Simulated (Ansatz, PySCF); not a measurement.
Breaking a bond: CH (cation, charge +1), singlet.

- RHF/STO-3G = restricted Hartree-Fock/STO-3G run with PySCF
- FCI = full CI/cc-pVTZ, frozen core in Ansatz (a quantum-chemistry and plane-wave program)
- RCCSDT(Q) = CCSDT(Q) on RHF/cc-pVTZ, frozen core run with Ansatz

Energies are in kJ/mol, each relative to the lowest point of its own curve near equilibrium.

```csv
R / Å,RHF/STO-3G,FCI,RCCSDT(Q)
0.86,310.3,174.0,174.0
0.91,202.0,103.3,103.3
0.95,137.2,63.4,63.4
1.02,59.9,20.6,20.6
1.06,32.1,7.7,7.7
1.09,17.7,2.4,2.4
1.14,3.6,0.0,0.0
1.18,0.0,2.8,2.8
1.19,0.0,4.0,4.0
1.28,13.2,22.4,22.4
1.33,28.8,36.8,36.8
1.42,66.8,66.9,67.0
1.54,130.0,110.9,110.9
1.73,241.9,179.1,179.2
1.88,329.7,227.0,227.1
2.05,421.9,272.7,272.9
2.30,536.7,323.4,—
2.48,602.8,349.2,—
2.85,700.2,380.7,—
3.09,741.5,390.9,—
3.45,781.1,398.3,—
3.97,809.7,401.9,—
4.50,822.3,402.8,—
```

At the longest distance, 4.50 Å, RHF/STO-3G lies highest above its minimum (822.3 kJ/mol) and FCI lowest (402.8 kJ/mol).

A dash means that the run gave no value there, or that the column was ended at a point which the program doubted or which failed a test of continuity chosen for this set; such a test can also cut sound points.

The restricted form behind RHF/STO-3G keeps the bonding electrons paired and can't separate into open-shell fragments. The T1 diagnostic of CCSD on the restricted reference of RCCSDT(Q) exceeds 0.045 at 2.30 to 4.50 Å.
